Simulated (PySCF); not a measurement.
HYbO, doublet: data card

Method: PySCF, UB3LYP, basis Yb def2-SVP with ECP28, O def2-SVP, H def2-SVP (scalar-relativistic core potentials, no spin–orbit coupling, density fitting).

The structure is a minimum.

Z-matrix (Å, degrees; charge 0 multiplicity 2):
```
Yb
O  1 1.8242
H  1 2.0615 2 146.29
```

```json
{
 "Point group": "Cs",
 "Bond lengths": "Yb–H 2.061 Å, Yb–O 1.824 Å",
 "Bond angles": "H–Yb–O 146.3°",
 "Lowest empty level (β)": "-2.86 eV",
 "Heat capacity Cp at 298.15 K": "45.4 J/(mol K)",
 "Entropy at 298.15 K and 1 bar (electronic part: spin only)": "276.3 J/(mol K)",
 "Rotational symmetry number": "1",
 "Rotational constants": "13.79, 0.3221, 0.3148 cm⁻¹",
 "Highest occupied level (β)": "-6.20 eV",
 "Spin squared ⟨S²⟩": "0.757",
 "Principal quadrupole moments (Buckingham, traceless) about the centre of mass": "-19.96, 8.78, 11.17 D Å",
 "Dipole moment": "3.93 D",
 "Enthalpy at 298.15 K above 0 K": "12.02 kJ/mol",
 "Zero-point energy": "12.7 kJ/mol",
 "Principal polarisabilities": "33.0, 36.0, 65.5 bohr³"
}
```

Harmonic modes (masses in u: Yb 173.939, O 15.995, H 1.008):
```json
{"symmetry": "a'", "ω (cm⁻¹)": "128", "IR (km/mol)": "303"}
{"symmetry": "a'", "ω (cm⁻¹)": "708", "IR (km/mol)": "45.5"}
{"symmetry": "a'", "ω (cm⁻¹)": "1294", "IR (km/mol)": "244"}
```

Charges (e):
```
atom  Mulliken  Löwdin  polar tensor  spin (Mulliken)  Mayer order to Yb1
 Yb1      0.78    0.41          1.30             0.54                   –
  O2     -0.51   -0.20         -0.77             0.38                2.11
  H3     -0.27   -0.21         -0.53             0.08                0.90
```

Mulliken populations on Yb1 (electrons outside its core potential): s 4.43, p 12.37, d 10.92, f 13.49.

Outer orbital energies (eV). α occupied: -8.95, -8.94, -8.56, -8.56, -7.73, -6.92, -6.90, -6.22; empty: -2.32, -0.65, -0.32, 0.34. β occupied: -8.33, -8.32, -8.18, -8.18, -6.98, -6.65, -6.58, -6.20; empty: -2.86, -2.25, -0.64, -0.24.

Formally Yb is in oxidation state +3, with 13 electrons left for the f, d and s shells; the Mulliken f population is 13.49 and the spin on Yb 0.54.

This need not be the most stable arrangement of these atoms. With open d or f shells other occupations or spin states may lie lower. The pruned grid is coarse for the open f shell: energies are uncertain by about 2 kJ/mol and soft modes are noisy. No spin–orbit coupling is included, which matters more the heavier the element.

The final relaxation and frequency run took about 4 core-minutes on a shared host.
